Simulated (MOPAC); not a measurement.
MOPAC input (MNDO):

```
MNDO PRECISE GNORM=0.05 LET XYZ GEO-OK AUX(PRECISION=9) THREADS=1
CH8O2Si2

Si    1.78147400 1   -1.00262700 1    0.44651000 1
O     0.47932900 1   -0.24563300 1    1.14199000 1
C     0.01989400 1    1.02244500 1    0.75329700 1
O    -0.46407100 1    1.02980700 1   -0.56424100 1
Si   -1.79758700 1    0.17448400 1   -1.05665300 1
H     1.43842300 1   -1.59323100 1   -0.86599400 1
H     2.88364300 1   -0.02607300 1    0.26523500 1
H     2.17543500 1   -2.07028600 1    1.38623200 1
H    -0.77139900 1    1.29870000 1    1.45588000 1
H     0.83081800 1    1.75512700 1    0.79406100 1
H    -2.20082000 1    0.76567400 1   -2.34742000 1
H    -1.49398200 1   -1.26223800 1   -1.23780500 1
H    -2.87795800 1    0.31825900 1   -0.04996400 1
```

Output:

```
 *******************************************************************************
 **                                                                           **
 **                              MOPAC v23.2.5                                **
 **                                                                           **
 *******************************************************************************
 ** MOPAC's Digital Object Identifier: https://doi.org/10.5281/zenodo.6511958 **
 **                                                                           **
 ** Please cite the open-source release paper for use of this MOPAC version:  **
 ** J. E. Moussa and J. J. P. Stewart (2026)                                  **
 ** MOPAC: An open-source semiempirical molecular orbital program             **
 ** J. Open Source Softw., 11(119), 8025, https://doi.org/10.21105/joss.08025 **
 *******************************************************************************

                              MNDO CALCULATION RESULTS

 *******************************************************************************
 *  MNDO       - The MNDO Hamiltonian to be used
 *  GEO-OK     - OVERRIDE INTERATOMIC DISTANCE AND OTHER SAFETY CHECKS
 *  LET        - OVERRIDE SOME SAFETY CHECKS
 *  PRECISE    - TIGHTER CRITERIA TO BE USED
 *  XYZ        - CARTESIAN COORDINATE SYSTEM TO BE USED
 *  GNORM      - EXIT WHEN GRADIENT NORM DROPS BELOW 0.050
 *  AUX        - OUTPUT AUXILIARY INFORMATION
 *******************************************************************************
MNDO PRECISE GNORM=0.05 LET XYZ GEO-OK AUX(PRECISION=9) THREADS=1
 CH8O2Si2

   ATOM   CHEMICAL          X               Y               Z
  NUMBER   SYMBOL      (ANGSTROMS)     (ANGSTROMS)     (ANGSTROMS)

     1      Si          1.78147400  *  -1.00262700  *   0.44651000  *
     2       O          0.47932900  *  -0.24563300  *   1.14199000  *
     3       C          0.01989400  *   1.02244500  *   0.75329700  *
     4       O         -0.46407100  *   1.02980700  *  -0.56424100  *
     5      Si         -1.79758700  *   0.17448400  *  -1.05665300  *
     6       H          1.43842300  *  -1.59323100  *  -0.86599400  *
     7       H          2.88364300  *  -0.02607300  *   0.26523500  *
     8       H          2.17543500  *  -2.07028600  *   1.38623200  *
     9       H         -0.77139900  *   1.29870000  *   1.45588000  *
    10       H          0.83081800  *   1.75512700  *   0.79406100  *
    11       H         -2.20082000  *   0.76567400  *  -2.34742000  *
    12       H         -1.49398200  *  -1.26223800  *  -1.23780500  *
    13       H         -2.87795800  *   0.31825900  *  -0.04996400  *

          CARTESIAN COORDINATES

    NO.       ATOM           X           Y           Z

     1        Si          1.7815     -1.0026      0.4465
     2         O          0.4793     -0.2456      1.1420
     3         C          0.0199      1.0224      0.7533
     4         O         -0.4641      1.0298     -0.5642
     5        Si         -1.7976      0.1745     -1.0567
     6         H          1.4384     -1.5932     -0.8660
     7         H          2.8836     -0.0261      0.2652
     8         H          2.1754     -2.0703      1.3862
     9         H         -0.7714      1.2987      1.4559
    10         H          0.8308      1.7551      0.7941
    11         H         -2.2008      0.7657     -2.3474
    12         H         -1.4940     -1.2622     -1.2378
    13         H         -2.8780      0.3183     -0.0500

  H: (MNDO): M.J.S. DEWAR, W. THIEL, J. AM. CHEM. SOC., 99, 4899, (1977)
  C: (MNDO): M.J.S. DEWAR, W. THIEL, J. AM. CHEM. SOC., 99, 4899, (1977)
  O: (MNDO): M.J.S. DEWAR, W. THIEL, J. AM. CHEM. SOC., 99, 4899, (1977)
 Si: (MNDO): M.J.S.DEWAR, ET. AL. ORGANOMETALLICS  5, 375 (1986)

           Empirical Formula: C H8 O2 Si2  =    13 atoms

      MOLECULAR POINT GROUP   :   C2

      RHF CALCULATION, NO. OF DOUBLY OCCUPIED LEVELS = 16

          Geometry optimization using EF

          DIAGONAL MATRIX USED AS START HESSIAN

 CYCLE:     1  GRAD.:   148.086 HEAT: -133.4197
 CYCLE:     2  GRAD.:   235.261 HEAT: -138.6201
 CYCLE:     3  GRAD.:   140.155 HEAT: -143.7371
 CYCLE:     4  GRAD.:   194.329 HEAT: -138.9975
 CYCLE:     5  GRAD.:   171.127 HEAT: -140.5664
 CYCLE:     6  GRAD.:   131.889 HEAT: -142.9636
 CYCLE:     7  GRAD.:    90.610 HEAT: -146.9610
 CYCLE:     8  GRAD.:    82.571 HEAT: -147.9811
 CYCLE:     9  GRAD.:    60.223 HEAT: -149.1131
 CYCLE:    10  GRAD.:    55.802 HEAT: -150.0895
 CYCLE:    11  GRAD.:   281.390 HEAT: -133.0311
 CYCLE:    12  GRAD.:    73.475 HEAT: -149.1103
 CYCLE:    13  GRAD.:   162.525 HEAT: -141.5720
 CYCLE:    14  GRAD.:    62.577 HEAT: -149.7986
 CYCLE:    15  GRAD.:   191.578 HEAT: -137.5641
 CYCLE:    16  GRAD.:    23.709 HEAT: -151.0405
 CYCLE:    17  GRAD.:   139.580 HEAT: -145.5603
 CYCLE:    18  GRAD.:    28.024 HEAT: -150.9888
 CYCLE:    19  GRAD.:    92.917 HEAT: -147.6367
 CYCLE:    20  GRAD.:     3.947 HEAT: -151.3485
 CYCLE:    21  GRAD.:     4.910 HEAT: -151.3780
 CYCLE:    22  GRAD.:     6.784 HEAT: -151.4415
 CYCLE:    23  GRAD.:     6.181 HEAT: -151.5414
 CYCLE:    24  GRAD.:     2.876 HEAT: -151.5682
 CYCLE:    25  GRAD.:     1.114 HEAT: -151.5757
 CYCLE:    26  GRAD.:     1.569 HEAT: -151.5797
 CYCLE:    27  GRAD.:     2.030 HEAT: -151.5887
 CYCLE:    28  GRAD.:     2.887 HEAT: -151.6205
 CYCLE:    29  GRAD.:     2.830 HEAT: -151.6485
 CYCLE:    30  GRAD.:     3.622 HEAT: -151.6828
 CYCLE:    31  GRAD.:     3.323 HEAT: -151.7061
 CYCLE:    32  GRAD.:     1.343 HEAT: -151.7169
 CYCLE:    33  GRAD.:     0.712 HEAT: -151.7189
 CYCLE:    34  GRAD.:     0.929 HEAT: -151.7190
 CYCLE:    35  GRAD.:     0.114 HEAT: -151.7194
 CYCLE:    36  GRAD.:     0.053 HEAT: -151.7194
 CYCLE:    37  GRAD.:     0.064 HEAT: -151.7194
 CYCLE:    38  GRAD.:     0.062 HEAT: -151.7194
 CYCLE:    39  GRAD.:     0.081 HEAT: -151.7195
 CYCLE:    40  GRAD.:     0.072 HEAT: -151.7195
 CYCLE:    41  GRAD.:     0.114 HEAT: -151.7195
 CYCLE:    42  GRAD.:     0.094 HEAT: -151.7196
 CYCLE:    43  GRAD.:     0.100 HEAT: -151.7196
 CYCLE:    44  GRAD.:     0.087 HEAT: -151.7197
 CYCLE:    45  GRAD.:     0.211 HEAT: -151.7199
 CYCLE:    46  GRAD.:     0.211 HEAT: -151.7200
 CYCLE:    47  GRAD.:     0.580 HEAT: -151.7204
 CYCLE:    48  GRAD.:     0.161 HEAT: -151.7209
 CYCLE:    49  GRAD.:     0.091 HEAT: -151.7211
 CYCLE:    50  GRAD.:     0.079 HEAT: -151.7212
 CYCLE:    51  GRAD.:     0.032 HEAT: -151.7212

     GRADIENT =  0.03179 IS LESS THAN CUTOFF =  0.05000

 -------------------------------------------------------------------------------
 MNDO PRECISE GNORM=0.05 LET XYZ GEO-OK AUX(PRECISION=9) THREADS=1
 CH8O2Si2

     GEOMETRY OPTIMISED USING EIGENVECTOR FOLLOWING (EF).
     SCF FIELD WAS ACHIEVED

                              MNDO CALCULATION
                                                       MOPAC v23.2.5 Linux

          FINAL HEAT OF FORMATION =       -151.72116 KCAL/MOL =    -634.80133 KJ/MOL

          COSMO AREA              =        158.38 SQUARE ANGSTROMS
          COSMO VOLUME            =        156.93 CUBIC ANGSTROMS

          GRADIENT NORM           =          0.03179          =       0.00882 PER ATOM
          IONIZATION POTENTIAL    =         10.777755 EV
          HOMO LUMO ENERGIES (EV) =        -10.778  2.723
          NO. OF FILLED LEVELS    =         16
          MOLECULAR WEIGHT        =        108.2440         POINT GROUP:  C2

          MOLECULAR DIMENSIONS (Angstroms)

            Atom       Atom       Distance
            H    11    H     8     6.48310
            H    10    H    12     4.08319
            H    13    H     6     3.49588

          SCF CALCULATIONS        =         52

   ATOM   CHEMICAL          X               Y               Z
  NUMBER   SYMBOL      (ANGSTROMS)     (ANGSTROMS)     (ANGSTROMS)

     1      Si          1.95559457  *  -1.03808106  *   0.53010285  *
     2       O          0.58856777  *  -0.23053495  *   1.01438591  *
     3       C          0.01877603  *   0.98466132  *   0.72585403  *
     4       O         -0.57374457  *   0.91212305  *  -0.51041861  *
     5      Si         -1.97107117  *   0.24859240  *  -1.11258220  *
     6       H          1.75605845  *  -1.59124764  *  -0.71939946  *
     7       H          3.01938691  *  -0.15736232  *   0.48369091  *
     8       H          2.18617141  *  -2.02532606  *   1.46672373  *
     9       H         -0.72904418  *   1.23864888  *   1.53836871  *
    10       H          0.78584702  *   1.81856332  *   0.71403996  *
    11       H         -2.20886948  *   0.85856313  *  -2.32767139  *
    12       H         -1.81120086  *  -1.11333056  *  -1.27577615  *
    13       H         -3.01195700  *   0.49253297  *  -0.23708347  *

                             CARTESIAN COORDINATES

   1   Si        1.955594568    -1.038081061     0.530102849
   2    O        0.588567769    -0.230534952     1.014385905
   3    C        0.018776033     0.984661324     0.725854026
   4    O       -0.573744570     0.912123048    -0.510418610
   5   Si       -1.971071173     0.248592400    -1.112582198
   6    H        1.756058455    -1.591247643    -0.719399460
   7    H        3.019386911    -0.157362315     0.483690906
   8    H        2.186171407    -2.025326060     1.466723727
   9    H       -0.729044181     1.238648884     1.538368709
  10    H        0.785847025     1.818563320     0.714039959
  11    H       -2.208869482     0.858563131    -2.327671387
  12    H       -1.811200859    -1.113330562    -1.275776150
  13    H       -3.011957000     0.492532971    -0.237083466

           Empirical Formula: C H8 O2 Si2  =    13 atoms

      MOLECULAR POINT GROUP   :   C2

                  EIGENVALUES
 -43.61020 -38.47782 -25.86345 -20.61618 -19.60910 -16.83629 -16.64519 -16.18228
 -13.31816 -12.97420 -12.91115 -12.04529 -11.62420 -11.17569 -11.12144 -10.77775
   2.72281   2.73228   2.82477   2.88607   2.91117   2.96190   3.19811   3.25069
   4.35812   4.71239   6.80551   6.81235

              NET ATOMIC CHARGES AND DIPOLE CONTRIBUTIONS

  ATOM NO.   TYPE          CHARGE      No. of ELECS.   s-Pop       p-Pop
    1         Si           1.664406        2.3356     0.98945     1.34615
    2          O          -0.712162        6.7122     1.79051     4.92165
    3          C           0.462526        3.5375     1.19012     2.34736
    4          O          -0.712323        6.7123     1.79051     4.92181
    5         Si           1.664406        2.3356     0.98945     1.34615
    6          H          -0.389214        1.3892     1.38921
    7          H          -0.393453        1.3935     1.39345
    8          H          -0.377073        1.3771     1.37707
    9          H          -0.023703        1.0237     1.02370
   10          H          -0.023700        1.0237     1.02370
   11          H          -0.377075        1.3771     1.37707
   12          H          -0.389181        1.3892     1.38918
   13          H          -0.393455        1.3935     1.39346
 DIPOLE           X         Y         Z       TOTAL
 POINT-CHG.    -0.009    -0.269    -0.201     0.336
 HYBRID         0.006     0.335     0.246     0.416
 SUM           -0.003     0.066     0.045     0.080

          ATOMIC ORBITAL ELECTRON POPULATIONS

     Atom    s        px        py        pz
    1 Si   0.98945   0.41970   0.46484   0.46161
    2  O   1.79051   1.64325   1.43255   1.84585
    3  C   1.19012   0.83539   0.76549   0.74648
    4  O   1.79051   1.62808   1.86571   1.42802
    5 Si   0.98945   0.41799   0.45749   0.47067
    6  H   1.38921
    7  H   1.39345
    8  H   1.37707
    9  H   1.02370
   10  H   1.02370
   11  H   1.37707
   12  H   1.38918
   13  H   1.39346

 **********************
 *                    *
 * JOB ENDED NORMALLY *
 *                    *
 **********************

 == MOPAC DONE ==
```

The geometry given is a B3LYP-D3(BJ)/def2-TZVP minimum.
